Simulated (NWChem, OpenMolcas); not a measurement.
Exact exchange and the dipole moment of GeS (germanium sulfide)

GeS has 2 atoms, charge 0, and is taken as a singlet. SMILES: `[S+]#[Ge-]`. The bond length is the measured one.

The dipole moment y, in D, basis aug-cc-pVTZ; a is the functional's share of exact exchange. Programs: NWChem 7.3.0, OpenMolcas 26.06.

| functional | program | a | y (D) |
| --- | --- | --- | --- |
| TPSS | NWChem | 0 | 1.98 |
| r2SCAN | OpenMolcas | 0 | 2.00 |
| B3LYP | NWChem | 0.2 | ? |
| PBE0 | NWChem | 0.25 | 2.21 |
| BHLYP | NWChem | 0.5 | 2.46 |

Fit y = c + s·a to the known rows and predict B3LYP.


1. Means of the 4 rows: a = 0.1875, y = 2.163.
2. Σ(Δa)² = 0.17188, Σ(Δa·Δy) = 0.16062, so the slope is 0.16062/0.17188 = 0.93449.
3. Intercept: 2.163 − (0.93449) × 0.1875 = 1.988. The largest residual of the fit is 0.013.
4. B3LYP: 1.988 + (0.93449) × 0.2 = 2.17 D.

The run gave 2.19 D, so the prediction is off by -0.02 D, more than the largest residual. More exact exchange makes the molecule more polar here. The rows mix families of semi-local functionals, which the line can't see.
